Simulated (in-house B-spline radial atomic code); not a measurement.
Radial electron density of Kr5+, 2s2 2p6 3s2 3p6 3d10 4s2 4p3. Method: Dirac-Hartree-Fock, average of configuration, Fermi nucleus of rms radius 4.1884 fm. Calculated with an all-electron radial atomic-structure program (B-spline basis).

Columns: r (bohr), 4πr²n(r) (electrons per bohr), bar.

```
 0.00567    1.232 #
 0.00688     1.64 #
 0.00835    2.145 ##
  0.0101    2.737 ##
  0.0123    3.438 ###
  0.0149    4.183 ###
  0.0181    4.977 ####
   0.022    5.814 #####
  0.0267    6.777 #####
  0.0324    8.147 ######
  0.0393    10.46 ########
  0.0477    14.55 ###########
  0.0579    21.27 #################
  0.0702    30.79 ########################
  0.0852    42.06 #################################
   0.103    51.78 ########################################
   0.126    56.35 ############################################
   0.152    52.91 #########################################
   0.185    43.63 ##################################
   0.224    35.46 ############################
   0.272    33.88 ##########################
    0.33    38.24 ##############################
   0.401    41.37 ################################
   0.487    36.96 #############################
   0.591    26.11 ####################
   0.717    15.06 ############
    0.87    8.518 #######
    1.06    6.232 #####
    1.28    5.277 ####
    1.56    3.678 ###
    1.89    1.864 #
    2.29   0.6376 
    2.78   0.1358 
    3.37  0.01704 
    4.09 0.001107 
    4.97 3.218e-05
```

On this grid the curve has 2 maxima, near 0.126, 0.401 bohr.

The 4s1/2 radial function P(r) = rR(r), positive near the nucleus, with its small component Q(r) (sign convention: Q ≈ (P' + κP/r)/2c):

```tsv
r (bohr)	P	Q
0.000556	0.01431	-0.001909
0.000818	0.02057	-0.002763
0.00121	0.02958	-0.003997
0.00177	0.04181	-0.00569
0.00261	0.05892	-0.008096
0.00385	0.08176	-0.0114
0.00567	0.1107	-0.01576
0.00835	0.1444	-0.02128
0.0123	0.1779	-0.02771
0.0181	0.1989	-0.03411
0.0267	0.1851	-0.03848
0.0393	0.1074	-0.03748
0.0579	-0.05047	-0.02758
0.0852	-0.2443	-0.008505
0.126	-0.3278	0.01264
0.185	-0.1197	0.02125
0.272	0.3207	0.01039
0.401	0.5158	-0.007599
0.591	0.03296	-0.01254
0.87	-0.7588	-0.003779
1.28	-1.005	0.004181
1.89	-0.5553	0.003877
2.78	-0.1243	0.001024
4.09	-0.00821	7.336e-05
```
